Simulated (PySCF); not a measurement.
# [Cd(CH3)2] (charge 0, multiplicity 1)

All values below come from TPSSh-D3(BJ)/def2-TZVP // PBE-D3(BJ)/def2-SVP (PySCF).

```yaml
HOMO: -6.21 eV
dipole_moment: 0.00 D
HOMO–LUMO gap: 5.94 eV
LUMO: -0.26 eV
charge on the central atom (Mulliken): 0.61 e
total_energy: -247.5486 Ha
cost: roughly 2.1 core-minutes
```

```xyz
9

Cd     0.0000     0.0000     0.0000
C      2.0152    -0.1255     0.6646
H      2.6578    -0.5824    -0.1150
H      2.0884    -0.7458     1.5807
H      2.4155     0.8823     0.8962
C     -2.0152     0.1255    -0.6646
H     -2.1012    -0.2008    -1.7208
H     -2.3880     1.1673    -0.5928
H     -2.6727    -0.5205    -0.0482
```
Charge 0, spin multiplicity 1.
